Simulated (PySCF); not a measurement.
PbI, SMILES [I][Pb+] (connectivity only; charge and spin as stated), charge +1, multiplicity 1.

The structure is a stationary point at PBE-D3(BJ)/def2-TZVP. The multiplicity is an assumed one; other spin states were not compared. The def2 effective core potentials stand for the cores of I, Pb; spin–orbit coupling is left out.

Calculation: PySCF 2.14.0 with PBE-D3(BJ)/def2-TZVP.

Frequencies are harmonic and unscaled.

Give all harmonic wavenumbers and intensities. (Estimate from the structure and the level; the computed values follow.)


```tsv
mode	ν (cm⁻¹)	IR (km/mol)	moving atoms (share of kinetic energy)
1	196	12.8	I 62 %, Pb 38 %
```
